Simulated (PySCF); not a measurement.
Predicted microwave data (PBE0-D3(BJ)/def2-SVP geometry optimisation, gas phase (PySCF)) for one isomer of CH11PSi3:

* Rotational constants: A = 2360, B = 1073, C = 944.0 MHz
* Dipole components: |μa| = 0.05 D, |μb| = 0.30 D, |μc| = 1.39 D
* Inertial defect: -149.68 u·Å²
* κ: -0.82

Question: Which structure is it? (One computed conformer of each.)
A. `[SiH3:1][CH2:2][SiH2:3][PH:4][SiH3:5]` with Si1–C2–Si3–P4 -51°, C2–Si3–P4–Si5 -63°
B. `[SiH3:1][SiH2:2][CH2:3][SiH2:4][PH2:5]` with Si1–Si2–C3–Si4 86°, Si2–C3–Si4–P5 -51°, C3–Si4–P5–H -166° and -72°
C. `[SiH3:1][CH2:2][Si@@H:3]([SiH3:4])[PH2:5]` with Si1–C2–Si3–Si4 -55°, C2–Si3–P5–H 44° and -50°

Answer: A. It is [SiH3]C[SiH2]P[SiH3], an asymmetric top, point group C1. The candidates at the same level (rigid rotor, commonest isotopes):

```
                 SMILES  A (MHz)  B (MHz)  C (MHz)  μa (D)  μb (D)  μc (D)  Δ (u·Å²)  point group           rotor
   [SiH3]C[SiH2]P[SiH3]     2360     1073    944.0    0.05    0.30    1.39   -149.68           C1  asymmetric top
   [SiH3][SiH2]C[SiH2]P     2241     1121    812.2    0.63    0.87    1.01    -54.09           C1  asymmetric top
[SiH3]C[Si@@H]([SiH3])P     1699     1291    905.0    1.26    0.27    0.95   -130.51           C1  asymmetric top
```

`[SiH3][SiH2]C[SiH2]P` has C 14 % too low; `[SiH3]C[Si@@H]([SiH3])P` has A 28 % too low. No structure here is proved a minimum.
